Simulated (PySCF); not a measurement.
## Potential energy of AlCu along the bond

Set-up: basis Al cc-pV(D+d)Z, Cu cc-pVDZ-PP with ECP10; scalar-relativistic core potentials; PySCF 2.14. Energies in eV from Al + Cu (3d10 4s1) in their ground configurations at the same level. State: ¹Σ⁺ (singlet), closed shell.

All columns are PBE0. A positive dipole means Al(−)Cu(+).

```json
{"R (Å)": "2.033", "E (eV)": "-1.714", "μ (D)": "0.62", "Mulliken charge on Al (basis-dependent)": "0.13", "HOMO (eV)": "-4.89", "LUMO (eV)": "-2.08", "Mayer bond order": "1.43", "⟨S²⟩": "0.00"}
{"R (Å)": "2.128", "E (eV)": "-2.000", "μ (D)": "0.52", "Mulliken charge on Al (basis-dependent)": "0.11", "HOMO (eV)": "-4.91", "LUMO (eV)": "-2.04", "Mayer bond order": "1.37", "⟨S²⟩": "0.00"}
{"R (Å)": "2.222", "E (eV)": "-2.157", "μ (D)": "0.39", "Mulliken charge on Al (basis-dependent)": "0.09", "HOMO (eV)": "-4.92", "LUMO (eV)": "-2.01", "Mayer bond order": "1.32", "⟨S²⟩": "0.00"}
{"R (Å)": "2.293", "E (eV)": "-2.212", "μ (D)": "0.27", "Mulliken charge on Al (basis-dependent)": "0.09", "HOMO (eV)": "-4.92", "LUMO (eV)": "-2.00", "Mayer bond order": "1.28", "⟨S²⟩": "0.00"}
{"R (Å)": "2.364", "E (eV)": "-2.226", "μ (D)": "0.13", "Mulliken charge on Al (basis-dependent)": "0.09", "HOMO (eV)": "-4.91", "LUMO (eV)": "-1.99", "Mayer bond order": "1.25", "⟨S²⟩": "0.00"}
{"R (Å)": "2.435", "E (eV)": "-2.209", "μ (D)": "-0.01", "Mulliken charge on Al (basis-dependent)": "0.09", "HOMO (eV)": "-4.90", "LUMO (eV)": "-1.99", "Mayer bond order": "1.22", "⟨S²⟩": "0.00"}
{"R (Å)": "2.530", "E (eV)": "-2.151", "μ (D)": "-0.21", "Mulliken charge on Al (basis-dependent)": "0.10", "HOMO (eV)": "-4.88", "LUMO (eV)": "-2.00", "Mayer bond order": "1.19", "⟨S²⟩": "0.00"}
{"R (Å)": "2.648", "E (eV)": "-2.038", "μ (D)": "-0.47", "Mulliken charge on Al (basis-dependent)": "0.10", "HOMO (eV)": "-4.84", "LUMO (eV)": "-2.01", "Mayer bond order": "1.15", "⟨S²⟩": "0.00"}
{"R (Å)": "2.789", "E (eV)": "-1.868", "μ (D)": "-0.79", "Mulliken charge on Al (basis-dependent)": "0.12", "HOMO (eV)": "-4.77", "LUMO (eV)": "-2.04", "Mayer bond order": "1.12", "⟨S²⟩": "0.00"}
{"R (Å)": "2.979", "E (eV)": "-1.615", "μ (D)": "-1.21", "Mulliken charge on Al (basis-dependent)": "0.13", "HOMO (eV)": "-4.68", "LUMO (eV)": "-2.10", "Mayer bond order": "1.08", "⟨S²⟩": "0.00"}
```

A fit through these points gives, at Re = 2.358 Å, μ = 0.15 D and dμ/dR = -1.92 D/Å; the reduced mass is 18.88 u.

Q: How strong is the fundamental in the double-harmonic approximation, I = 42.26·(dμ/dR)²/μred km/mol?

A: I = 42.26·(-1.92)²/18.88 = 8.25 km/mol at PBE0.

Closed-shell solutions of metal pairs were not tested for spin polarisation, which can lower them a little.
